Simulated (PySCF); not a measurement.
**Static response to an electric field**

Species: C3H5BF3NO.
Geometry (PBE0-D3(BJ)/def2-SVP, Å), atoms numbered from 1 in this order:
```xyz
14
C3H5BF3NO angstrom
B      3.320    0.060    0.043
N      1.806    0.151   -0.084
C      0.662    0.224   -0.183
C     -0.777    0.353   -0.357
O     -1.427   -0.393    0.648
C     -2.770   -0.467    0.530
F     -3.232   -1.142    1.553
F     -3.325    0.746    0.512
F     -3.129   -1.079   -0.600
H      3.732    1.202   -0.107
H      3.688   -0.708   -0.834
H      3.524   -0.367    1.171
H     -1.046    1.422   -0.297
H     -1.040   -0.015   -1.364
```

Level: PBE0/def2-SVPD (PySCF), static field, nuclei fixed, core orbitals frozen in the response. The polarisability tensor in these axes (au):

```
x   111.53   0.62   0.70
y     0.62  57.13  -1.43
z     0.70  -1.43  57.59
```

Question: Give the principal values, the mean and the anisotropy Δα = √{½[(α1 − α2)² + (α2 − α3)² + (α1 − α3)²]}.

Answer: Principal values 55.90, 58.80 and 111.54 au; mean 75.41 au = 11.18 Å³ = 12.43 × 10⁻⁴⁰ C²·m²/J; Δα = 54.25 au (72 % of the mean).

Question: What is the dipole moment, and where does it point?

Answer: (-5.01, 1.23, -1.57) D, 5.39 D in size, pointing from the negative to the positive side. Measured along this direction, the outermost atoms are H12 at the negative end and F8 at the positive end.

Question: Rayleigh depolarisation ratio (linearly polarised light, static tensor)?

Answer: ρ = 3Δα²/(45ᾱ² + 4Δα²) = 8829.6/(255930 + 11772.8) = 0.033.

Question: Directions of the eigenvectors, and the extent of the frame along each?

Answer: Largest value along (1.00, 0.01, 0.01), where the nuclei span 7.05 Å; middle along (0.00, -0.65, 0.76), 3.08 Å; least along (-0.02, 0.76, 0.65), 2.11 Å. The response follows the extents in order.

Question: Traceless (Buckingham) quadrupole moment about the centre of nuclear charge: eigenvalues?

Answer: -33.10, 15.49, 17.61 D·Å. The values depend on the origin, since the dipole doesn't vanish. The electronic extent ⟨r²⟩ about the same centre is 1747 bohr², a root-mean-square distance of 2.64 Å for the 70 electrons.

Geometry: PBE0-D3(BJ)/def2-SVP, one conformer, isolated molecule.
